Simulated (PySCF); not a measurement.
Compound: C₇H₁₀Cl₂O.
Structure used (GFN2-xTB), in Å, numbered top down from 1:
```xyz
20
C7H10Cl2O angstrom
C     -1.1881    0.6520    1.1197
C     -0.4185   -0.1893    0.0944
C     -1.2069   -0.2987   -1.2181
C     -0.2426   -1.6062    0.6492
C      0.9271    0.4712   -0.1917
C      1.1255    1.6644   -0.7632
Cl    -0.0701    2.7751   -1.2541
C      2.1473   -0.2124    0.2711
O      2.3723   -0.6889    1.3325
Cl     3.4132   -0.2666   -0.9831
H     -2.1299    0.1647    1.3593
H     -0.6079    0.7509    2.0340
H     -1.4033    1.6439    0.7350
H     -0.6496   -0.8854   -1.9448
H     -2.1546   -0.7967   -1.0287
H     -1.4165    0.6746   -1.6470
H      0.3511   -2.2184   -0.0266
H      0.2406   -1.5974    1.6216
H     -1.2192   -2.0713    0.7592
H      2.1248    2.0452   -0.9220
```

Computed at PBE0/pcSseg-1 (PySCF, non-relativistic), with Q(35Cl) = −0.0817 b, Q(17O) = −0.0256 b: Cl7, 35Cl (I = 3/2): χzz = -73.35 MHz, η = 0.214; O9, 17O (I = 5/2): χzz = 9.383 MHz, η = 0.426; Cl10, 35Cl (I = 3/2): χzz = -62.02 MHz, η = 0.350.

(1) Find the zero-field quadrupole resonance frequencies of 35Cl at Cl7.

(2) Where would the pure quadrupole (NQR) lines of 17O at O9 fall for the rigid, isolated species?

(3) Where would the pure quadrupole (NQR) lines of 35Cl at Cl10 fall for the rigid, isolated species?

(4) Apply the simplest Townes–Dailey estimate (no s hybridisation, no π bonding), ionic character = 1 − χzz/χ0, where χ0 is the coupling for one missing p electron along the bond: −109.74 MHz for 35Cl.

Results:

(1) From ν = (|χ|/2)√(1 + η²/3): ν = 36.95 MHz (vinyl chlorine). For 37Cl the ratio of quadrupole moments, 0.7881, gives 29.12 MHz.

(2) From the eigenvalues of H = χ/[4I(2I − 1)] × [3Iz² − I(I + 1) + η(Ix² − Iy²)], steps between neighbouring levels, labelled as for η = 0: ±1/2↔±3/2 1.661 MHz, ±3/2↔±5/2 2.724 MHz (carbonyl oxygen).

(3) From ν = (|χ|/2)√(1 + η²/3): ν = 31.64 MHz (chlorine bonded to C). For 37Cl the ratio of quadrupole moments, 0.7881, gives 24.93 MHz.

(4) Cl7 on C6: 1 − (-73.35)/(-109.74) = 0.33. In this model a purely covalent bond gives χ0 and a free halide ion gives zero; s hybridisation or π bonding, where present, is counted here as ionic character.

In a crystal, neighbours and librations shift these lines. GFN2-xTB bond lengths can be off by several hundredths of an ångström, more for odd bonds, and the gradients follow them. These gradients aren't converged with respect to the basis.

One conformer stands for the species.
